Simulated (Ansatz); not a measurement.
`c1coc(-c2ccc(-c3ccc(-c4ccc(-c5ccc(-c6ccco6)o5)o4)o3)o2)c1` with charge +1. The state is a doublet with charge 1. Geometry r2SCAN-D4/def2-SVP, that of the neutral singlet; atoms count from 1.

```xyz
44

C     1.622   -8.988    2.741
C     2.159   -9.418    1.557
O     2.184   -8.405    0.653
C     1.656   -7.305    1.261
C     1.584   -6.108    0.483
C     1.947   -5.799   -0.814
C     1.621   -4.430   -1.006
C     1.079   -3.988    0.187
C     0.567   -2.731    0.623
C     0.025   -2.297    1.819
C    -0.303   -0.930    1.638
C     0.057   -0.611    0.341
C    -0.023    0.591   -0.421
C     0.333    0.920   -1.716
C     0.001    2.288   -1.888
C    -0.538    2.712   -0.687
C    -1.053    3.963   -0.236
C    -1.592    4.384    0.967
C    -1.924    5.752    0.794
C    -1.570    6.083   -0.501
C    -1.659    7.301   -1.251
C    -2.131    8.561   -0.937
C    -1.951    9.354   -2.108
C    -1.388    8.530   -3.046
O    -1.207    7.286   -2.536
O    -1.040    4.994   -1.126
O    -0.553    1.681    0.207
O     0.586   -1.706   -0.278
O     1.056   -5.009    1.093
C     1.292   -7.612    2.556
H     1.480   -9.585    3.641
H     2.553  -10.370    1.210
H     2.393   -6.487   -1.528
H     1.761   -3.828   -1.901
H    -0.112   -2.906    2.711
H    -0.749   -0.247    2.358
H     0.780    0.244   -2.443
H     0.133    2.904   -2.775
H    -1.723    3.770    1.855
H    -2.371    6.421    1.528
H    -2.552    8.873    0.017
H    -2.207   10.404   -2.239
H    -1.069    8.668   -4.077
H     0.846   -6.926    3.272
```

Single mean-field runs in def2-TZVP are fitted with def2-universal-jkfit.

Q: Estimate the Mulliken populations of the heavy atoms from the PBE0/def2-TZVP orbitals of Ansatz.

A: 
| atom | charge (e) | spin (α − β) |
| --- | --- | --- |
| C1 | -0.12 | -0.02 |
| C2 | -0.02 | 0.09 |
| O3 | -0.20 | 0.00 |
| C4 | 0.16 | -0.02 |
| C5 | 0.30 | 0.11 |
| C6 | -0.17 | -0.01 |
| C7 | -0.21 | 0.08 |
| C8 | 0.21 | 0.01 |
| C9 | 0.25 | 0.09 |
| C10 | -0.19 | 0.03 |
| C11 | -0.19 | 0.06 |
| C12 | 0.23 | 0.05 |
| C13 | 0.23 | 0.06 |
| C14 | -0.19 | 0.06 |
| C15 | -0.19 | 0.03 |
| C16 | 0.24 | 0.09 |
| C17 | 0.21 | 0.01 |
| C18 | -0.21 | 0.08 |
| C19 | -0.18 | 0.00 |
| C20 | 0.30 | 0.11 |
| C21 | 0.15 | -0.02 |
| C22 | -0.25 | 0.08 |
| C23 | -0.12 | -0.03 |
| C24 | -0.03 | 0.09 |
| O25 | -0.19 | 0.00 |
| O26 | -0.20 | -0.01 |
| O27 | -0.21 | -0.02 |
| O28 | -0.21 | -0.02 |
| O29 | -0.21 | -0.01 |
| C30 | -0.25 | 0.07 |
Mulliken values and Mayer orders depend strongly on the basis.

Q: Where does the spin sit?

A: Summed by element: C 1.11, O -0.07, H -0.04, of 1 unpaired in all. Largest on single atoms: C5 0.11, C20 0.11, C24 0.09.

Q: And the Mayer bond orders between bonded heavy atoms (over 0.3)?

A: C1–C2 1.60 (1.37 Å); C1–C30 1.33 (1.43 Å); C2–O3 1.14 (1.36 Å); O3–C4 1.09 (1.36 Å); C4–C5 1.07 (1.43 Å); C4–C30 1.46 (1.38 Å); C5–C6 1.41 (1.38 Å); C5–O29 1.12 (1.36 Å); C6–C7 1.32 (1.42 Å); C7–C8 1.41 (1.38 Å); C8–C9 1.13 (1.43 Å); C8–O29 1.09 (1.36 Å); C9–C10 1.40 (1.38 Å); C9–O28 1.11 (1.36 Å); C10–C11 1.34 (1.42 Å); C11–C12 1.39 (1.38 Å); C12–C13 1.15 (1.43 Å); C12–O28 1.10 (1.36 Å); C13–C14 1.39 (1.38 Å); C13–O27 1.10 (1.36 Å); C14–C15 1.34 (1.42 Å); C15–C16 1.40 (1.38 Å); C16–C17 1.13 (1.43 Å); C16–O27 1.12 (1.36 Å); C17–C18 1.41 (1.38 Å); C17–O26 1.11 (1.36 Å); C18–C19 1.34 (1.42 Å); C19–C20 1.43 (1.38 Å); C20–C21 1.06 (1.43 Å); C20–O26 1.11 (1.36 Å); C21–C22 1.46 (1.38 Å); C21–O25 1.09 (1.36 Å); C22–C23 1.34 (1.43 Å); C23–C24 1.60 (1.37 Å); C24–O25 1.15 (1.36 Å).
